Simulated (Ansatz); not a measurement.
Reaction (formal exchange of groups at a Zn–C bond): `F[CH2][ZnH]` + `OCCCCl` → `O[CH2][ZnH]` + `FCCCCl`

Computed with Ansatz on PBE0-D4/def2-TZVP structures; ΔE is electronic, products minus reactants. CCSD(T)/CBS is the MP2 limit (def2-TZVPP, def2-QZVPP) plus CCSD(T) − MP2 in def2-TZVPP, frozen cores. For Zn outer-core shells are correlated without core-valence functions, which leaves a few kJ/mol of doubt a bond. Scalar relativity is left out up to krypton. One conformer a species, not always the lowest.

```csv
species,CCSD(T)/CBS(def2) energy (Eh)
`F[CH2][ZnH]`,-1917.98456
`OCCCCl`,-653.31988
`O[CH2][ZnH]`,-1893.96502
`FCCCCl`,-677.33911
```

Work out ΔE.

ΔE = (-1893.96502) + (-677.33911) − (-1917.98456) − (-653.31988) = 0.00031 Eh = +0.01 eV.

Largest T1 diagnostic among the species: 0.014.

In def2-TZVPP, CCSD(T) changes the Hartree–Fock value by −0.05 eV (the triples alone add −0.01 eV) and MP2 by −0.06 eV.
